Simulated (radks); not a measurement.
Values are calculated unless marked as measured or tabulated.
Problem. The mean radii <r> (bohr) of the occupied orbitals of an atom or ion are listed with their occupations. Level of theory: scalar-relativistic Kohn-Sham, LB94 model potential, spin-polarised, spherical densities, finite nucleus; Fermi nuclear charge, rms radius of each element as measured or else 0.836 A^(1/3) + 0.57 fm (a radial shooting solver on a logarithmic mesh with Libxc functionals).

orbital  occ.      <r>
1s down     1  0.02454
1s up       1  0.02454
2s up       1   0.1044
2s down     1   0.1043
2p down     3  0.09144
2p up       3  0.09153
3s up       1   0.2635
3s down     1   0.2641
3p up       3   0.2580
3p down     3   0.2586
3d up       4   0.2300

Name the element and its charge. Open shells, if any, are filled with parallel spins first.

Solution. Z = 58, cerium, charge +36: Ce36+ in [Ar] 3d4. The 1s radius gives Z: for a bare nucleus <r> = (2 gamma + 1)/(2Z) with gamma = sqrt(1 - (Z/c)^2), 0.02424 bohr for Z = 58, and screening makes it slightly larger (0.02454 here). The occupations add up to 22, and the charge is Z minus that.
